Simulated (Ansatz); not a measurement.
Computed with Ansatz on PBE0-D4/def2-TZVP structures; ΔE is electronic, products minus reactants. CCSD(T)/CBS adds triple-zeta CCSD(T) − MP2 to the extrapolated MP2 energy (def2 sets, frozen cores). DFT in def2-TZVPP. B3LYP here is the variant with VWN-RPA as its local correlation; programs differ in this. Each species was taken in one conformer, which may not be the lowest.

Reaction (isomerisation): `N[Si]1(F)CO1` → `N=C(F)O[SiH3]`

(1) Is it downhill or uphill in electronic energy at CCSD(T)/CBS, and by how much? (Estimate.)

(2) What do these levels give: ωB97X-V, PBE, B3LYP, MP2/def2-SVP, SCS-MP2/def2-TZVPP, SCS-MP2/def2-QZVPP? (An estimate is asked.)

Largest T1 diagnostic among the species: 0.013.

Results:

(1) Computed: Uphill: ΔE = +2.27 eV.

(2) Computed: ωB97X-V 2.06, PBE 1.99, B3LYP 2.01, MP2/def2-SVP 1.57, SCS-MP2/def2-TZVPP 2.19, SCS-MP2/def2-QZVPP 2.29 eV.

Leaving LDA and LC-ωPBE aside and taking each functional with its dispersion term where it has one, the values, not all of them listed here, spread over 0.26 eV, from BLYP-D4 to PBE-QIDH. From r2SCAN to r2SCAN0 (25 % exact exchange), in def2-TZVPP and without D4, ΔE moves by +0.05 eV.
